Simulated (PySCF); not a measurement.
FeCl3, SMILES [Cl][Fe]([Cl])[Cl] (connectivity only; charge and spin as stated), neutral, multiplicity 6. The structure is a stationary point at B3LYP-D3(BJ)/def2-SVP. The multiplicity is an assumed one; other spin states were not compared. The isomer is the one that the SMILES or the coordinates give; other isomers of the formula were not compared.

Level of theory: B3LYP-D3(BJ)/def2-SVP (PySCF).

Harmonic wavenumbers (cm⁻¹): 87, 107, 107, 354, 463, 463. Rotational constants (GHz): 2.055, 2.055, 1.027; symmetry number 6.

Q: Work out the zero-point energy and the ideal-gas rigid-rotor harmonic-oscillator thermochemistry at 298.15 K and 1 atm.

A: ZPE = ½ Σ hcν = ½ × 1582 cm⁻¹ = 2.26 kcal/mol. H − E(el) = 6.55 kcal/mol. Entropy in cal/(mol K): translation 41.16, rotation 25.13, vibration 13.03, spin 3.56, total 82.89. G − E(el) = -18.16 kcal/mol. Cp = 18.02 cal/(mol K). Modes under 150 cm⁻¹ make the vibrational entropy uncertain.
